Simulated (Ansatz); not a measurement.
`C[CH2][InH][Cl]` → H• + `C[CH2][In][Cl]`•  (homolysis of the H–In bond)

Computed with Ansatz on PBE0-D4/def2-TZVP structures; ΔE is electronic, products minus reactants. CBS: MP2 limit from def2 TZ/QZ plus the TZ coupled-cluster correction, frozen cores. This one scheme is used for every species, atoms too. DFT in def2-TZVPP. B3LYP here is the variant with VWN-RPA as its local correlation; programs differ in this. Open shells (•) are unrestricted, without spin–orbit coupling. Elements past krypton have def2 core potentials. For In outer-core shells are correlated without core-valence functions, so the limit isn't a true one: a few kJ/mol of doubt a bond, and 10 to 20 or more in all where bonds break to atoms. One conformer a species, not always the lowest.

Question: What is ΔE at CCSD(T)/CBS? (Estimate.)

Answer: The calculation gave: +3.10 eV.

Question: What do these levels give: PBE-D4, PBE0-D4, B3LYP-D4, ωB97M-V, B2PLYP, PBE, r2SCAN, CCSD/def2-TZVPP, CCSD(T)/def2-TZVPP, MP2/def2-QZVPP, SCS-MP2/def2-QZVPP, HF/CBS(def2)? (An estimate is asked.)

Answer: Ansatz gave: PBE-D4 2.78, PBE0-D4 2.88, B3LYP-D4 2.86, ωB97M-V 3.10, B2PLYP 2.92, PBE 2.78, r2SCAN 2.87, CCSD/def2-TZVPP 3.05, CCSD(T)/def2-TZVPP 3.06, MP2/def2-QZVPP 3.02, SCS-MP2/def2-QZVPP 3.13, HF/CBS(def2) 2.23 eV.

Largest T1 diagnostic among the species: 0.016.

From PBE to PBE0 (25 % exact exchange), in def2-TZVPP and without D4, ΔE moves by +0.10 eV. In def2-TZVPP, CCSD(T) changes the Hartree–Fock value by +0.84 eV (the triples alone add +0.01 eV) and MP2 by +0.78 eV; breaking electron pairs costs correlation energy, which Hartree–Fock lacks.
